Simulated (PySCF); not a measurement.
Orbital picture of GaN⁺

B97-3 at R = 2.500 Å; basis Ga def2-TZVPPD, N def2-TZVPPD; no relativity; PySCF 2.14. State: ⁴Σ⁻ (quartet), unpaired electrons σ ↑, π ↑↑. Only the outer orbitals are listed, counted within each symmetry.

| spin | orbital | occ. | ε (eV) | on Ga (%) | main shells (%) |
| --- | --- | --- | --- | --- | --- |
| α | 8σ | 1 | -29.13 | 2 | 98 N s |
| α | 9σ | 1 | -17.68 | 47 | 52 N p, 45 Ga s |
| α | 4π | 1 | -16.22 | 1 | 99 N p |
| α | 4π | 1 | -16.22 | 1 | 99 N p |
| α | 10σ | 1 | -15.19 | 58 | 53 Ga s, 42 N p |
| α | 5π | 0 | -7.65 | 98 | 98 Ga p |
| α | 5π | 0 | -7.65 | 98 | 98 Ga p |
| α | 11σ | 0 | -6.53 | 92 | 88 Ga p |
| β | 8σ | 1 | -23.49 | 4 | 96 N s |
| β | 9σ | 1 | -16.34 | 93 | 93 Ga s |
| β | 10σ | 0 | -9.50 | 37 | 62 N p, 33 Ga p |
| β | 4π | 0 | -8.89 | 31 | 68 N p, 30 Ga p |
| β | 4π | 0 | -8.89 | 31 | 68 N p, 30 Ga p |

Task: Which are the highest filled and the lowest empty level, where do they sit, and how wide is the gap?

Result: Highest filled α 10σ at -15.19 eV (in %: 53 Ga s, 42 N p); lowest empty β 10σ at -9.50 eV (in %: 62 N p, 33 Ga p); the gap at B97-3 is 5.69 eV.

* bond order (Mayer): 0.26
* ⟨S²⟩: 3.759
* charge on Ga (Mulliken, basis-dependent): 0.95
* charge on Ga (Löwdin, basis-dependent): 0.94
* dipole moment (positive dipole points towards N; it is taken about the centre of mass and depends on that origin): -0.66 D

Spin–orbit coupling is left out. The state was picked by a PBE0 search and need not be the measured ground state.
